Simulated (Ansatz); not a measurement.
`[SiH3][SiH2][SiH2][SiH2][SiH2][SiH3]` + `O[SiH2]O` → `O[SiH2]O[SiH2][SiH3]` + `[SiH3][SiH2][SiH2][SiH3]`  (cleavage of the Si–Si bond)

Program: Ansatz. Geometries: PBE0-D4/def2-TZVP. ΔE: electronic, gas phase. CCSD(T)/CBS adds triple-zeta CCSD(T) − MP2 to the extrapolated MP2 energy (def2 sets, frozen cores). Functionals use def2-TZVPP. B3LYP here is the variant with VWN-RPA as its local correlation; programs differ in this. Each species was taken in one conformer, which may not be the lowest.

Q: Is it downhill or uphill in electronic energy at CCSD(T)/CBS, and by how much? (Estimate.)

A: Computed: Downhill: ΔE = -76.2 kJ/mol.

Q: What do these levels give: B3LYP-D4, B2PLYP, PBE, PBE0, B3LYP, HF/def2-TZVPP, MP2/def2-TZVPP, CCSD(T)/def2-TZVPP, MP2/def2-QZVPP, SCS-MP2/def2-QZVPP, HF/CBS(def2), CCSD/CBS(def2)? (Best estimate.)

A: The calculation gave: B3LYP-D4 -78.9, B2PLYP -89.0, PBE -61.0, PBE0 -67.5, B3LYP -92.1, HF/def2-TZVPP -119.5, MP2/def2-TZVPP -79.9, CCSD(T)/def2-TZVPP -77.5, MP2/def2-QZVPP -80.1, SCS-MP2/def2-QZVPP -90.1, HF/CBS(def2) -122.9, CCSD/CBS(def2) -82.7 kJ/mol.

Largest T1 diagnostic among the species: 0.014.

The D4 term adds +13.1 kJ/mol with B3LYP and +8.1 kJ/mol with PBE0; it sums over pairs of atoms, weighted by their polarisabilities, and B3LYP, whose exchange is more repulsive, gets the larger term. In def2-TZVPP, CCSD(T) changes the Hartree–Fock value by +42.0 kJ/mol (the triples alone add +6.5 kJ/mol) and MP2 by +39.7 kJ/mol. From PBE to PBE0 (25 % exact exchange), in def2-TZVPP and without D4, ΔE moves by −6.5 kJ/mol.
